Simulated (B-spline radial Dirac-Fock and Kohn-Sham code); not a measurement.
# Dipole and non-dipole photoemission parameters of Se 3p1/2

System: neutral selenium in the configuration [Ar] 3d10 4s2 4p4; threshold 166.5 eV (tabulated edge). Model: Dirac-Hartree-Slater photoionisation with a Latter tail; cross sections with all multipoles, angular parameters from the dipole term and its interference with E2. Program: a radial finite-basis atomic code.

For linearly polarised light dσ/dΩ = σ/(4π) [1 + β P₂(cos θ) + (δ + γ cos²θ) sin θ cos φ], with θ from the polarisation vector and φ the angle between the beam and the projection of the electron momentum on the plane normal to the polarisation.

```csv
hν (eV),σ (kb),β,γ,δ
201,176,-0.359,-0.157,0.088
239,208,0.478,0.077,0.069
309,212,1.087,0.209,0.027
348,?,?,?,?
499,143,1.502,0.040,0.001
600,112,1.563,-0.007,0.000
722,84.1,1.597,-0.023,0.001
760,77.3,1.603,-0.022,0.001
800,70.9,1.608,-0.018,0.001
1000,47.5,1.613,0.022,0.003
2000,10.7,1.525,0.349,0.014
2270,7.87,1.496,0.431,0.018
3870,1.96,1.337,0.814,0.045
4000,1.79,1.326,0.838,0.047
4420,1.36,1.290,0.913,0.054
5040,0.938,1.241,1.012,0.066
5680,0.664,1.195,1.100,0.078
5940,0.583,1.177,1.133,0.082
6000,0.566,1.173,1.140,0.083
6820,0.387,1.121,1.233,0.099
15000,0.0325,0.782,1.763,0.240
```

**Question.** Give the values at 348 eV.

**Answer.** σ = 200 kb, β = 1.246, γ = 0.183, δ = 0.015.

Values without a named source are computed, but for edge energies of neutral atoms, which are taken from tables.
